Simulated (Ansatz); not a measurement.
Basis-set series for `OB1OC(Br)O1`. Total charge 0; spin multiplicity 1. The structure was optimised at the PBE0-D4/def2-TZVP level. It is one conformer, not always the lowest.

```csv
functional,basis,functions,energy (Eh),HOMO (eV),LUMO (eV)
PBE0-D4,def2-SVP,112,-2862.97049,-8.31,0.08
PBE0-D4,def2-QZVPP,434,-2863.69066,-8.47,-0.32
ωB97M-V,def2-SVP,112,-2863.35249,-10.57,2.28
ωB97M-V,def2-QZVPP,434,-2864.07506,-10.76,1.20
```

Task: Give the rows for def2-TZVPP. (Best estimate.)

Result: Computed: 
```
functional       basis  functions  energy (Eh)  HOMO (eV)  LUMO (eV)
   PBE0-D4  def2-TZVPP        231  -2863.62227      -8.44      -0.20
   ωB97M-V  def2-TZVPP        231  -2864.00950     -10.73       1.70
```

Positive LUMOs are unbound and depend on the basis. Scalar relativity is left out up to krypton.
